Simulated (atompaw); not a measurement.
## Reading a pseudo-wave (zirconium)

Columns: radius, all-electron u(r) and pseudo u(r) of the 4d shell (level -4.66 eV) of zirconium in the configuration [Ar] 3d10 4s2 4p6 4d2 5s1 5p1; PBEsol, scalar-relativistic, PAW (atompaw) scheme, atompaw 4.2.0.5.

```json
{"r (bohr)": "0.096", "all-electron": "-0.0912", "pseudo": "0.0001"}
{"r (bohr)": "0.192", "all-electron": "-0.2515", "pseudo": "0.0008"}
{"r (bohr)": "0.288", "all-electron": "-0.3085", "pseudo": "0.0026"}
{"r (bohr)": "0.385", "all-electron": "-0.2574", "pseudo": "0.0063"}
{"r (bohr)": "0.481", "all-electron": "-0.1440", "pseudo": "0.0123"}
{"r (bohr)": "0.577", "all-electron": "-0.0057", "pseudo": "0.0213"}
{"r (bohr)": "0.673", "all-electron": "0.1341", "pseudo": "0.0338"}
{"r (bohr)": "0.769", "all-electron": "0.2629", "pseudo": "0.0505"}
{"r (bohr)": "0.865", "all-electron": "0.3749", "pseudo": "0.0717"}
{"r (bohr)": "0.962", "all-electron": "0.4690", "pseudo": "0.0982"}
{"r (bohr)": "1.058", "all-electron": "0.5434", "pseudo": "0.1298"}
{"r (bohr)": "1.154", "all-electron": "0.6003", "pseudo": "0.1667"}
{"r (bohr)": "1.250", "all-electron": "0.6418", "pseudo": "0.2087"}
{"r (bohr)": "1.346", "all-electron": "0.6699", "pseudo": "0.2552"}
{"r (bohr)": "1.442", "all-electron": "0.6869", "pseudo": "0.3054"}
{"r (bohr)": "1.538", "all-electron": "0.6947", "pseudo": "0.3578"}
{"r (bohr)": "1.635", "all-electron": "0.6951", "pseudo": "0.4111"}
{"r (bohr)": "1.731", "all-electron": "0.6896", "pseudo": "0.4619"}
{"r (bohr)": "1.827", "all-electron": "0.6794", "pseudo": "0.5079"}
{"r (bohr)": "1.923", "all-electron": "0.6657", "pseudo": "0.5463"}
{"r (bohr)": "2.019", "all-electron": "0.6493", "pseudo": "0.5747"}
{"r (bohr)": "2.115", "all-electron": "0.6311", "pseudo": "0.5909"}
{"r (bohr)": "2.212", "all-electron": "0.6113", "pseudo": "0.5943"}
{"r (bohr)": "2.308", "all-electron": "0.5908", "pseudo": "0.5861"}
{"r (bohr)": "2.404", "all-electron": "0.5700", "pseudo": "0.5694"}
{"r (bohr)": "2.500", "all-electron": "0.5489", "pseudo": "0.5489"}
```

Problem. How many radial nodes do the two functions have?

Solution. The all-electron 4d function has n − l − 1 = 1; the pseudo-wave has 0, since the states of the same l below it are removed with the core.

Problem. Is the pseudo-wave norm-conserving?

Solution. No, it belongs to a PAW set: the norm inside the radius is not constrained, and the difference is carried by the augmentation charge.
